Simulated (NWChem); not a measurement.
System: C2H6O2Si; SMILES CC1O[SiH2]O1

Input file for NWChem:

```
start job
memory heap 200 mb stack 900 mb global 1100 mb
geometry units angstroms
  C     -1.854669     0.897678     0.039492
  C     -0.831858    -0.163189     0.367511
  O     -0.248248    -0.729221    -0.784021
  Si     1.239285    -0.183135    -0.283994
  O      0.319174     0.365231     0.986313
  H     -1.388203     1.658651    -0.580467
  H     -2.214505     1.349004     0.959607
  H     -2.682375     0.446570    -0.500130
  H     -1.263600    -0.952343     0.993760
  H      1.766944     0.884818    -1.113345
  H      2.137033    -1.258263     0.092926
end
basis spherical
  * library def2-svp
end
dft
  xc pbe0
  iterations 150
end
driver
  maxiter 120
end
task dft optimize
task dft freq
```

Excerpt of the output:

```
             Northwest Computational Chemistry Package (NWChem) 7.3.0
             --------------------------------------------------------

 CS  symmetry detected

                             Geometry "geometry" -> ""
                             -------------------------

 Output coordinates in angstroms (scale by  1.889725989 to convert to a.u.)

  No.       Tag          Charge          X              Y              Z
 ---- ---------------- ---------- -------------- -------------- --------------
    1 C                    6.0000     0.40489386    -1.97559965     0.00000000
    2 C                    6.0000    -0.48159352    -0.75358585     0.00000000
    3 O                    8.0000    -0.21181580     0.11288381    -1.07864213
    4 Si                  14.0000     0.19157942     1.31071260     0.00000000
    5 O                    8.0000    -0.21181580     0.11288381     1.07864213
    6 H                    1.0000     1.44426312    -1.65821795     0.00000000
    7 H                    1.0000     0.20539794    -2.56632727     0.88939889
    8 H                    1.0000     0.20539794    -2.56632727    -0.88939889
    9 H                    1.0000    -1.54197063    -1.03099057     0.00000000
   10 H                    1.0000     1.60754316     1.62980101     0.00000000
   11 H                    1.0000    -0.75349259     2.41105767     0.00000000

 Effective nuclear repulsion energy (a.u.)     252.6418182714

      Symmetry information
      --------------------

 Group name             Cs
 Group number              2
 Group order               2
 No. of unique centers     9

                                Z-matrix (autoz)
                                --------

 Units are Angstrom for bonds and degrees for angles

[...]

      ----------------------
      Optimization converged
      ----------------------

  Step       Energy      Delta E   Gmax     Grms     Xrms     Xmax
  ---- ---------------- -------- -------- -------- -------- --------
@    9    -519.15936930 -1.6D-07  0.00002  0.00001  0.00010  0.00027
                                     ok       ok       ok       ok

                                Z-matrix (autoz)
                                --------

 Units are Angstrom for bonds and degrees for angles

[...]

 Rotational Constants
 --------------------
 A=   0.307769 cm-1  (  0.442801 K)
 B=   0.115856 cm-1  (  0.166687 K)
 C=   0.097967 cm-1  (  0.140950 K)

 Temperature                      =   298.15K
 frequency scaling parameter      =   1.0000

 Zero-Point correction to Energy  =   51.286 kcal/mol  (  0.081730 au)
 Thermal correction to Energy     =   54.720 kcal/mol  (  0.087202 au)
 Thermal correction to Enthalpy   =   55.312 kcal/mol  (  0.088146 au)

 Total Entropy                    =   73.794 cal/mol-K
   - Translational                =   39.387 cal/mol-K (mol. weight =  90.0137)
   - Rotational                   =   25.627 cal/mol-K (symmetry #  =        1)
   - Vibrational                  =    8.781 cal/mol-K

 Cv (constant volume heat capacity) =   19.831 cal/mol-K
   - Translational                  =    2.979 cal/mol-K
   - Rotational                     =    2.979 cal/mol-K
   - Vibrational                    =   13.872 cal/mol-K

[normal modes left out]

 ----------------------------------------------------------------------------
 Normal Eigenvalue ||           Projected Infra Red Intensities
  Mode   [cm**-1]  || [atomic units] [(debye/angs)**2] [(KM/mol)] [arbitrary]
 ------ ---------- || -------------- ----------------- ---------- -----------
    1       -0.000 ||    0.000000           0.000         0.000       0.000
    2        0.000 ||    0.000007           0.000         0.006       0.002
    3        0.000 ||    0.000035           0.001         0.034       0.008
    4        0.000 ||    0.000023           0.001         0.022       0.005
    5        0.000 ||    0.000017           0.000         0.017       0.004
    6        0.000 ||    0.000002           0.000         0.002       0.000
    7      146.382 ||    0.004680           0.108         4.562       1.074
    8      241.490 ||    0.000430           0.010         0.419       0.099
    9      353.816 ||    0.003140           0.072         3.061       0.720
   10      484.228 ||    0.002055           0.047         2.003       0.471
   11      524.592 ||    0.000021           0.000         0.020       0.005
   12      659.041 ||    0.050357           1.162        49.090      11.551
   13      708.025 ||    0.102117           2.356        99.548      23.424
   14      774.518 ||    0.021565           0.498        21.023       4.947
   15      787.814 ||    0.005153           0.119         5.024       1.182
   16      872.303 ||    0.054171           1.250        52.809      12.426
   17      946.048 ||    0.047850           1.104        46.646      10.976
   18      947.313 ||    0.101034           2.331        98.492      23.176
   19     1026.670 ||    0.255382           5.892       248.959      58.582
   20     1100.636 ||    0.128115           2.956       124.892      29.388
   21     1138.493 ||    0.037371           0.862        36.431       8.572
   22     1171.001 ||    0.105876           2.443       103.213      24.287
   23     1314.767 ||    0.030640           0.707        29.869       7.028
   24     1373.783 ||    0.003002           0.069         2.927       0.689
   25     1424.814 ||    0.071862           1.658        70.054      16.484
   26     1449.885 ||    0.002141           0.049         2.087       0.491
   27     1458.013 ||    0.022829           0.527        22.255       5.237
   28     2258.198 ||    0.168090           3.878       163.862      38.558
   29     2260.404 ||    0.135140           3.118       131.741      31.000
   30     3045.630 ||    0.063975           1.476        62.366      14.675
   31     3068.780 ||    0.003893           0.090         3.795       0.893
   32     3177.534 ||    0.011846           0.273        11.548       2.717
   33     3178.054 ||    0.005788           0.134         5.643       1.328
 ----------------------------------------------------------------------------
```

Level: PBE0/def2-SVP.
